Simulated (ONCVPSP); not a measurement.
## PBE ONCV dataset for silicon (Si), scalar-relativistic all-electron reference.

silicon, optimised norm-conserving Vanderbilt (ONCV), made with ONCVPSP 4.0.1 (PBE, scalar-relativistic). Core [He], reference 2s2 2p6 3s1.75 3p2.25. Waves: 2s+3s: rc 1.10 bohr, ncon 4, nbas 7, qcut 12.8 1/bohr, 2 projectors; 2p+3p: rc 0.95 bohr, ncon 5, nbas 9, qcut 13.4 1/bohr, 2 projectors; d scattering state at 0.13 Ha: rc 0.95 bohr, ncon 5, nbas 9, qcut 10.6 1/bohr, 2 projectors, debl 3.6 Ha. Local part: polynomial inside 0.85 bohr (lpopt 4, dvloc0 4 Ha). Core correction: none.

Calculated quality:

| Quantity | Value |
| --- | --- |
| Cutoffs needed | 85 Ha and 232 Ha (the cutoffs (Ha) at which the residual kinetic energy of the hardest occupied pseudo-wave falls to 1 and 0.1 mHa per electron) |
| Ghost test | no bound ghost flagged; no localised positive-energy state flagged |
| Largest excitation error | +476 meV (all-electron minus pseudo) for 2s2 2p5 3s2 3p2, out of 4 test configurations |

Generation and tests took about 6 s on one core of a shared server CPU.
